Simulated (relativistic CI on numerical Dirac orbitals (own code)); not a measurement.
## Ru⁵⁺: resonant inelastic scattering at the M2,3 edge

Computed with this model: Dirac-Coulomb-Breit CI, orbitals from a KLI potential per configuration, QED by a radiative potential, valence Slater integrals scaled by 0.8, Kramers-Heisenberg scattering through one core-hole configuration in a parametric crystal field; configurations [Kr] 4d3 → [Ne] 3s2 3p5 3d10 4s2 4p6 4d4; 80 K; core-hole width 3 eV; summed over polarisations. Incident energies are the highest absorption maxima for each field (at most a few, so the weaker spin-orbit partner edge can be absent), on the computed scale of the free ion. Intensities are in per cent of the strongest line above 0.02 eV; levels within 1 cm⁻¹ are merged; final levels count from the ground level, the first row holds all elastic scattering, lines under 0.4 are left out and each table stops after 24 rows. The scale of the Slater integrals is a model choice and moves the terms in proportion.

Field parameters in Wybourne normalisation: Td as Oh with Dq negative (B⁴₀ = 21Dq, B⁴₄ = √(5/14) B⁴₀). The field is a parameter set, without covalency.

S is read from ⟨S²⟩ = S(S + 1).

Td, 10Dq = -3800 cm⁻¹:

| Final level (eV) | Degeneracy | Irrep | S | 472 eV |
| --- | --- | --- | --- | --- |
| 0.000 | 4 | Γ8 | 1.48 | 2270.8 |
| 0.105 | 2 | Γ7 | 1.50 | 7.2 |
| 0.260 | 4 | Γ8 | 1.49 | 15.8 |
| 0.421 | 2 | Γ6 | 1.49 | 9.0 |
| 0.574 | 4 | Γ8 | 1.48 | 22.3 |
| 0.593 | 2 | Γ7 | 1.49 | 10.9 |
| 0.714 | 2 | Γ6 | 1.48 | 3.8 |
| 0.763 | 4 | Γ8 | 1.47 | 3.9 |
| 1.170 | 4 | Γ8 | 1.45 | 3.4 |
| 1.608 | 4 | Γ8 | 0.61 | 43.3 |
| 1.847 | 2 | Γ6 | 1.36 | 100.0 |
| 1.852 | 4 | Γ8 | 1.27 | 31.8 |
| 1.887 | 2 | Γ7 | 0.53 | 0.6 |
| 1.896 | 2 | Γ6 | 0.58 | 6.3 |
| 1.955 | 4 | Γ8 | 0.56 | 7.3 |
| 2.124 | 4 | Γ8 | 1.29 | 4.7 |
| 2.134 | 2 | Γ7 | 1.48 | 1.7 |
| 2.179 | 4 | Γ8 | 0.89 | 4.0 |
| 2.194 | 2 | Γ6 | 0.61 | 3.4 |
| 2.495 | 2 | Γ6 | 0.61 | 20.8 |
| 2.512 | 4 | Γ8 | 0.71 | 16.8 |
| 2.628 | 4 | Γ8 | 0.56 | 5.0 |
| 2.711 | 2 | Γ6 | 0.51 | 1.6 |
| 2.714 | 4 | Γ8 | 0.53 | 6.1 |

Td, 10Dq = -8550 cm⁻¹:

```
Final level (eV)  Degeneracy  Irrep     S  471.9 eV  494.2 eV
           0.000           4     Γ8  1.47    3402.7     217.6
           0.088           2     Γ7  1.50      12.9      19.5
           0.261           4     Γ8  1.49      24.3      14.7
           0.399           2     Γ6  1.49      32.3       3.1
           1.037           4     Γ8  1.17      51.4      46.3
           1.061           4     Γ8  1.12      51.3      14.4
           1.065           2     Γ7  1.47      26.1       7.1
           1.181           2     Γ6  1.47      15.2       5.1
           1.260           4     Γ8  1.36      50.9      17.7
           1.880           2     Γ6  0.57       7.3       7.5
           1.917           4     Γ8  0.62      21.8      10.0
           1.932           2     Γ7  0.56       1.8       0.6
           2.091           4     Γ8  0.79      18.6       9.8
           2.179           4     Γ8  1.22      45.0      13.4
           2.191           2     Γ6  1.05     100.0      14.4
           2.312           4     Γ8  1.22      15.1       3.4
           2.538           2     Γ6  1.09      30.3       6.1
           2.563           2     Γ7  1.47      10.8       1.1
           2.579           4     Γ8  1.48      13.4      15.9
           2.743           4     Γ8  0.99      24.2       5.9
           2.806           2     Γ6  0.52      12.4       2.7
           3.044           4     Γ8  0.56      17.2       4.9
           3.066           2     Γ7  0.55       1.7       0.8
           3.139           4     Γ8  0.53       6.8       1.2
```

Td, 10Dq = -13300 cm⁻¹:

```csv
Final level (eV),Degeneracy,Irrep,S,471.7 eV,493.6 eV
0.000,4,Γ8,1.38,5071.3,386.6
0.123,2,Γ7,1.50,24.4,41.9
0.290,4,Γ8,1.48,33.8,42.6
0.423,2,Γ6,1.49,51.4,7.6
0.609,4,Γ8,0.73,100.0,29.5
1.563,4,Γ8,1.34,98.4,76.8
1.597,2,Γ7,1.36,52.9,16.3
1.691,2,Γ6,1.23,39.2,11.3
1.763,4,Γ8,1.37,54.5,15.7
1.961,2,Γ6,0.91,11.7,9.8
1.986,4,Γ8,0.75,51.6,13.2
2.023,2,Γ7,0.73,5.2,0.6
2.203,4,Γ8,0.76,17.5,9.7
2.395,2,Γ6,0.64,80.4,15.5
2.475,4,Γ8,0.76,93.3,21.9
2.983,2,Γ6,1.42,65.8,5.4
3.090,2,Γ7,1.44,30.0,3.0
3.106,4,Γ8,1.44,33.9,27.0
3.120,4,Γ8,1.33,61.3,9.6
3.287,4,Γ8,1.19,6.9,4.8
3.363,2,Γ6,0.51,9.9,0.8
3.498,2,Γ7,0.61,2.8,0.9
3.541,4,Γ8,0.98,35.5,1.8
3.702,2,Γ6,0.51,4.0,1.6
```

For the first field the strongest loss at the lowest incident energy is the level at 1.85 eV (S = 1.36, against 1.48 in the thermal ground state). Levels of other spin, the first over 8 % at 1.61 eV, appear because spin-orbit coupling of the core hole, and in heavier ions of the valence shell too, mixes spins.
